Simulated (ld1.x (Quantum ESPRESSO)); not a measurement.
## H (Z = 1): one change to an ultrasoft potential, before and after

ld1.x (Quantum ESPRESSO) 7.5 input, shortened:

```
&input
   title='H', zed=1., rel=1, dft='PBE', iswitch=3,
   config='1s1 2p-2'
 /
 &inputp
   pseudotype=3, tm=.true., lloc=-1, rcloc=0.80,
   nlcc=.false.
 /
4
1S  1  0   1.00   0.00  0.75  1.05  0.0
1S  1  0   0.00   3.55  0.75  1.05  0.0
2P  2  1  -2.00   0.35  0.70  1.00  0.0
2P  2  1  -2.00   2.85  0.70  1.00  0.0
 &test
   configts(1)='1s1'
 /
```

Change: type TM semilocal; waves now 2p channel at 0.35 Ry: rc 1.00 bohr; 1s (bound): rc 1.05 bohr; local potential the s channel.

Cutoffs: the cutoffs (Ry, on a coarse ladder) from which the occupation-weighted sum of valence levels, in a spherical-Bessel basis at the reference potential, stays within 10 and 1 mRy of its value at 400 Ry; they do not see the model core or the augmentation charge, which bear on the density cutoff. Errors are all-electron minus pseudo energies relative to the spin-unpolarised reference configuration.

**Question.** How do hardness, ghosts and transferability respond?

**Answer.** The potential gets harder (18 Ry and 35 Ry → 25 Ry and 45 Ry); neither file shows a bound ghost. A semilocal file is local in each channel, so a ghost entry of none says nothing of the separable form that plane-wave codes build from it. Several settings change at once here, so the effects cannot be laid on one of them.

```csv
quantity,base,changed
"cutoff, loose",18 Ry,25 Ry
"cutoff, tight",35 Ry,45 Ry
bound ghosts,none,none
"error for 1s0.5, meV [ΔE 4.76 eV]",+0.1,+0.6
s: phases at 1.16 bohr within 0.05 rad from the reference energy up to (Ry; the scan ends near 5),to the end of the scan,to the end of the scan
p: phases at 1.16 bohr within 0.05 rad from the reference energy up to (Ry; the scan ends near 5),to the end of the scan,to the end of the scan
```
